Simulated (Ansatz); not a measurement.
C$_{3}$H$_{6}$BF (`B/C=C(/C)F`), relaxed with RKS PBE0-D4/def2-TZVP in Ansatz from a PBE-D4/def2-SVP geometry. The force threshold is 0.005 eV/Å; the program also tests the step.

Total charge 0; spin multiplicity 1.

Start:

```xyz
11

B     1.762    0.564   -1.156
C     0.399   -0.022   -0.774
C    -0.157    0.058    0.469
C    -1.469   -0.480    0.930
F     0.490    0.682    1.466
H     2.178    0.440   -2.294
H     2.441    1.155   -0.339
H    -0.224   -0.557   -1.510
H    -2.097    0.343    1.332
H    -1.313   -1.195    1.765
H    -2.010   -0.987    0.111
```

| step | energy (eV) | largest force (eV/Å) | largest move (Å) |
| --- | --- | --- | --- |
| 1 | -6596.2129 | 0.658 | 0.000 |
| 2 | -6596.2595 | 0.153 | 0.031 |
| 3 | -6596.2631 | 0.022 | 0.010 |
| 4 | -6596.2631 | 0.014 | 0.002 |
| 5 | -6596.2631 | 0.004 | 0.001 |

End:

```xyz
11

B     1.744    0.559   -1.143
C     0.390   -0.023   -0.765
C    -0.155    0.056    0.459
C    -1.455   -0.476    0.922
F     0.490    0.675    1.448
H     2.153    0.439   -2.262
H     2.410    1.137   -0.337
H    -0.225   -0.550   -1.489
H    -2.073    0.339    1.310
H    -1.297   -1.180    1.744
H    -1.983   -0.977    0.113
```

Hardware: 4 threads of an Arm Neoverse N1 on a shared host. Wall time 24 s, peak host memory 0.43 GiB.
